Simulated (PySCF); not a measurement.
B₂ClH₅Si, B₂H₄OSi (calculated)

Computed with PySCF 2.14.0. Calculation on a computer-drawn molecule: the log of a Hartree-Fock and frozen-core CCSD(T) single point meant for a local Hartree-Fock minimum, with one planted fault or none, to be diagnosed. Offsets are logged minus clean, where the clean run is the same molecule without the fault. The reference is restricted for singlets and unrestricted otherwise, and also for a bond in bohr or an excited solution. Adding or removing an electron swaps singlet and doublet. The excited solution moves the top pair (singlet) or top alpha electron (doublet) to the lowest empty orbital. Highest occupied and lowest empty are orbital energies over both spins, largest force is the largest gradient component, triples share is (T) over the correlation energy, the T1 limit is 0.02 restricted and 0.045 unrestricted, electrons count all cores, a negative frequency is imaginary (commonest isotopes), and the dipole is about the centre of nuclear charge.

Common to all runs: meant charge 0; meant multiplicity 1; meant basis cc-pV(D+d)Z; logged SCF converged yes; logged CC converged yes; logged SCF stable within its kind yes; possible faults no fault, one electron removed, one electron added, multiplicity raised by two, geometry at a saddle point, SCF held on an excited solution, minimal basis STO-3G, one bond length entered in bohr, all coordinates scaled.

```json
{"entry": 1, "formula": "B2ClH5Si", "logged_structure": {"atoms_angstrom": [["B", 1.1526, 0.7094, -0.68], ["B", 0.2939, 0.3081, 0.6967], ["Si", -0.6347, -1.4801, 1.0059], ["Cl", -0.2486, -2.1282, 2.9526], ["H", 0.6135, 1.196, -1.6391], ["H", 2.336, 0.5094, -0.7572], ["H", 0.1666, 1.1096, 1.5844], ["H", -0.1963, -2.5723, 0.1141], ["H", -2.0981, -1.3147, 0.8673]]}, "given": {"logged_electrons": 47, "logged_basis_functions": 99, "logged_spin_squared": 0.7598, "logged_highest_occupied [eV]": -0.89551, "logged_lowest_empty [eV]": 6.874, "logged_largest_force [hartree/bohr]": 0.053977, "logged_T1_diagnostic": 0.01465, "logged_D1_diagnostic": 0.060563, "logged_triples_share": 0.026317, "logged_dipole_magnitude [debye]": 4.2819, "logged_energy_HF [hartree]": -800.71107, "logged_energy_CCSD(T) [hartree]": -801.20013, "drawn_bonds_atom": [1, 2, 3, 1, 1, 2, 3, 3], "drawn_bonds_other_atom": [2, 3, 4, 5, 6, 7, 8, 9], "drawn_bonds_order": [1, 1, 1, 1, 1, 1, 1, 1]}, "results": {"planted_fault": "one electron added", "HF_energy_offset_from_clean_run [kcal/mol]": 4.519, "CCSD(T)_energy_offset_from_clean_run [kcal/mol]": -8.839}}
{"entry": 2, "formula": "B2H4OSi", "logged_structure": {"atoms_angstrom": [["B", -0.2114, -2.7819, 1.3219], ["B", -0.8516, -1.3233, 1.1174], ["Si", -0.0081, 0.1535, 0.1773], ["O", 0.9511, 1.058, 0.7658], ["H", 0.4299, -3.0229, 2.2501], ["H", -0.3754, -3.6225, 0.5467], ["H", -1.9041, -1.104, 1.5442], ["H", -0.4408, 0.2655, -1.1768]]}, "given": {"logged_electrons": 36, "logged_basis_functions": 85, "logged_spin_squared": 0.0, "logged_highest_occupied [eV]": -11.011, "logged_lowest_empty [eV]": 1.0159, "logged_largest_force [hartree/bohr]": 0.05826, "logged_T1_diagnostic": 0.020698, "logged_D1_diagnostic": 0.062112, "logged_triples_share": 0.028865, "logged_dipole_magnitude [debye]": 4.2457, "logged_energy_HF [hartree]": -415.42142, "logged_energy_CCSD(T) [hartree]": -415.90887, "drawn_bonds_atom": [1, 2, 3, 1, 1, 2, 3], "drawn_bonds_other_atom": [2, 3, 4, 5, 6, 7, 8], "drawn_bonds_order": [1, 1, 2, 1, 1, 1, 1]}, "results": {"planted_fault": "all coordinates scaled, by -3.9 %", "HF_energy_offset_from_clean_run [kcal/mol]": 8.001, "CCSD(T)_energy_offset_from_clean_run [kcal/mol]": 12.13}, "notes": ["T1 above single-reference limit"]}
{"entry": 3, "formula": "B2H4OSi", "logged_structure": {"atoms_angstrom": [["B", -0.22, -2.8948, 1.3755], ["B", -0.8862, -1.377, 1.1628], ["Si", -0.0085, 0.1598, 0.1845], ["O", 0.9897, 1.101, 0.7969], ["H", 0.4473, -3.1456, 2.3415], ["H", -0.3906, -3.7695, 0.5689], ["H", -1.9814, -1.1488, 1.6069], ["H", -0.4587, 0.2763, -1.2246]]}, "given": {"logged_electrons": 35, "logged_basis_functions": 85, "logged_spin_squared": 0.7673, "logged_highest_occupied [eV]": -17.052, "logged_lowest_empty [eV]": -6.1947, "logged_largest_force [hartree/bohr]": 0.090255, "logged_T1_diagnostic": 0.048435, "logged_D1_diagnostic": 0.26887, "logged_triples_share": 0.029855, "logged_dipole_magnitude [debye]": 2.3174, "logged_energy_HF [hartree]": -415.12545, "logged_energy_CCSD(T) [hartree]": -415.57057, "drawn_bonds_atom": [1, 2, 3, 1, 1, 2, 3], "drawn_bonds_other_atom": [2, 3, 4, 5, 6, 7, 8], "drawn_bonds_order": [1, 1, 2, 1, 1, 1, 1]}, "results": {"planted_fault": "one electron removed", "HF_energy_offset_from_clean_run [kcal/mol]": 193.7, "CCSD(T)_energy_offset_from_clean_run [kcal/mol]": 224.4}, "notes": ["T1 above single-reference limit"]}
{"entry": 4, "formula": "B2H4OSi", "logged_structure": {"atoms_angstrom": [["B", -0.22, -2.8948, 1.3755], ["B", -0.8862, -1.377, 1.1628], ["Si", -0.0085, 0.1598, 0.1845], ["O", 0.9897, 1.101, 0.7969], ["H", 0.4473, -3.1456, 2.3415], ["H", -0.3906, -3.7695, 0.5689], ["H", -1.9814, -1.1488, 1.6069], ["H", -0.4587, 0.2763, -1.2246]]}, "given": {"logged_electrons": 36, "logged_basis_functions": 85, "logged_spin_squared": 0.0, "logged_highest_occupied [eV]": -10.909, "logged_lowest_empty [eV]": 0.89212, "logged_largest_force [hartree/bohr]": 2.6396e-05, "logged_lowest_frequency [cm^-1]": 79.47, "logged_T1_diagnostic": 0.022187, "logged_D1_diagnostic": 0.069971, "logged_triples_share": 0.030823, "logged_dipole_magnitude [debye]": 4.4702, "logged_energy_HF [hartree]": -415.43417, "logged_energy_CCSD(T) [hartree]": -415.9282, "drawn_bonds_atom": [1, 2, 3, 1, 1, 2, 3], "drawn_bonds_other_atom": [2, 3, 4, 5, 6, 7, 8], "drawn_bonds_order": [1, 1, 2, 1, 1, 1, 1]}, "results": {"planted_fault": "no fault", "HF_energy_offset_from_clean_run [kcal/mol]": 0.0, "CCSD(T)_energy_offset_from_clean_run [kcal/mol]": 0.0}, "notes": ["T1 above single-reference limit"]}
```
